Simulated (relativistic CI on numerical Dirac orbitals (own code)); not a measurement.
## Line list: Electric-dipole lines, Yb³⁶⁺

These numbers are calculated, not measured: Dirac-Coulomb-Breit CI, orbitals from a KLI potential per configuration, model QED, unscaled Slater integrals (own radial code, finite nucleus).

Configurations in the expansion (outside the closed core [Ar] 3d10): 4s²4p⁴, 4s4p⁵, 4s²4p³4d, 4p⁶, 4s4p⁴4d, 4s²4p³4f, 4s4p⁴4f, 4p⁵4d, 4s4p³4d², 4s²4p²4d4f, 4p⁵4f, 4p⁴4d², 4p³4d³, 4p³4d²4f. Double excitations out of closed p, d and f shells are left out; levels of such configurations are missing from the list, as are those of other unlisted configurations, and high levels can miss mixing partners.

| λ vac (Å) | Lower | Upper | A (s⁻¹) | E lower (10³ cm⁻¹) | E upper (10³ cm⁻¹) |
| --- | --- | --- | --- | --- | --- |
| 55.258 | 4s²4p⁴ ³P2 [1] | 4s²4p³4d ³D°3 [30] | 1.51e+12 | 0.0 | 1809.7 |
| 55.378 | 4s²4p⁴ ³P2 [1] | 4s²4p³4d ³S°1 [29] | 1.55e+12 | 0.0 | 1805.8 |
| 55.408 | 4s²4p⁴ ³P2 [1] | 4s²4p³4d ³P°2 [28] | 1.49e+12 | 0.0 | 1804.8 |
| 55.702 | 4s²4p⁴ ¹S0 [2] | 4s²4p³4d ³D°1 [32] | 1.13e+12 | 75.5 | 1870.7 |
| 55.811 | 4s²4p⁴ ³P1 [3] | 4s²4p³4d ³P°1 [41] | 9.93e+11 | 545.0 | 2336.8 |
| 55.985 | 4s²4p⁴ ¹D2 [4] | 4s²4p³4d ¹F°3 [46] | 1.33e+12 | 580.3 | 2366.5 |
| 63.536 | 4s²4p³4d ³F°2 [5] | 4s²4p³4f ³F3 [69] | 4.85e+11 | 1105.8 | 2679.7 |
| 64.516 | 4s²4p³4d ³F°3 [8] | 4s²4p³4f ¹G4 [71] | 2.54e+11 | 1135.8 | 2685.8 |
| 64.769 | 4s²4p³4d ³F°3 [8] | 4s²4p³4f ³F3 [69] | 3.28e+11 | 1135.8 | 2679.7 |
| 66.084 | 4s²4p³4d ³G°4 [20] | 4s²4p³4f ¹H5 [105] | 3.30e+11 | 1682.2 | 3195.4 |
| 67.466 | 4s²4p³4d ³F°4 [11] | 4s²4p³4f ³F4 [73] | 2.97e+11 | 1240.7 | 2723.0 |
| 68.365 | 4s²4p³4d ³F°4 [26] | 4s²4p³4f ³G5 [114] | 3.59e+11 | 1784.2 | 3247.0 |
| 69.376 | 4s²4p⁴ ³P1 [3] | 4s²4p³4d ¹D°2 [38] | 6.05e+11 | 545.0 | 1986.5 |
| 69.574 | 4s²4p³4d ³F°4 [11] | 4s²4p³4f ³G5 [68] | 4.48e+11 | 1240.7 | 2678.1 |
| 69.589 | 4s4p⁵ ³P°2 [13] | 4s4p⁴4d ³D3 [76] | 4.49e+11 | 1336.9 | 2773.9 |
| 69.752 | 4s²4p⁴ ³P0 [9] | 4s²4p³4d ¹P°1 [62] | 1.10e+12 | 1157.3 | 2591.0 |
| 69.788 | 4s²4p³4d ⁵D°4 [24] | 4s²4p³4f ⁵F5 [103] | 3.88e+11 | 1742.4 | 3175.3 |
| 69.903 | 4s²4p³4d ³D°3 [14] | 4s4p⁴4d ³D3 [76] | 3.33e+11 | 1343.4 | 2773.9 |
| 70.462 | 4s²4p⁴ ¹D2 [4] | 4s4p⁵ ¹P°1 [39] | 9.47e+11 | 580.3 | 1999.5 |
| 70.497 | 4s²4p³4d ³G°5 [27] | 4s²4p³4f ³H6 [110] | 3.26e+11 | 1799.6 | 3218.1 |
| 70.671 | 4s²4p³4d ³D°1 [15] | 4s4p⁴4d ³F2 [78] | 6.21e+11 | 1410.3 | 2825.3 |
| 71.117 | 4s²4p⁴ ¹D2 [4] | 4s²4p³4d ¹D°2 [38] | 4.13e+11 | 580.3 | 1986.5 |
| 71.955 | 4s²4p³4d ³F°3 [8] | 4s4p⁴4d ³D2 [59] | 3.57e+11 | 1135.8 | 2525.5 |
| 72.139 | 4s²4p⁴ ³P1 [3] | 4s²4p³4d ³D°1 [36] | 3.70e+11 | 545.0 | 1931.2 |
| 72.484 | 4s²4p³4d ³D°3 [14] | 4s²4p³4f ³F4 [73] | 3.86e+11 | 1343.4 | 2723.0 |
| 73.005 | 4s²4p⁴ ³P1 [3] | 4s²4p³4d ³D°2 [35] | 1.98e+11 | 545.0 | 1914.8 |
| 73.046 | 4s²4p⁴ ¹D2 [4] | 4s²4p³4d ¹F°3 [37] | 4.56e+11 | 580.3 | 1949.3 |
| 74.440 | 4s²4p⁴ ³P2 [1] | 4s²4p³4d ³D°3 [14] | 3.27e+11 | 0.0 | 1343.4 |
| 74.799 | 4s²4p⁴ ³P2 [1] | 4s4p⁵ ³P°2 [13] | 2.91e+11 | 0.0 | 1336.9 |
| 74.915 | 4s²4p⁴ ¹S0 [2] | 4s²4p³4d ³D°1 [15] | 3.02e+11 | 75.5 | 1410.3 |

Terms are leading LS components. Brackets give the number of a level in order of energy, since labels repeat. The list gives strong lines, with weight on those to low levels, without lines whose two gauges differ by over a factor of 2.5, among the lowest 200 of 2773 levels, so that lines to higher ones, which can be the strongest, are missing. Levels whose partners in the same complex of configurations lie outside the list can be far off, and so can their lines. Rates are taken at the computed energies, electric ones in the length gauge.

At this charge energies of transitions that change n are usually good to better than 1 %, and those within a shell (Δn = 0) to a few per cent.

LS names give the leading component of a level, which can be under half, so a name can repeat, a term be missing and a line seem to break the LS rules.
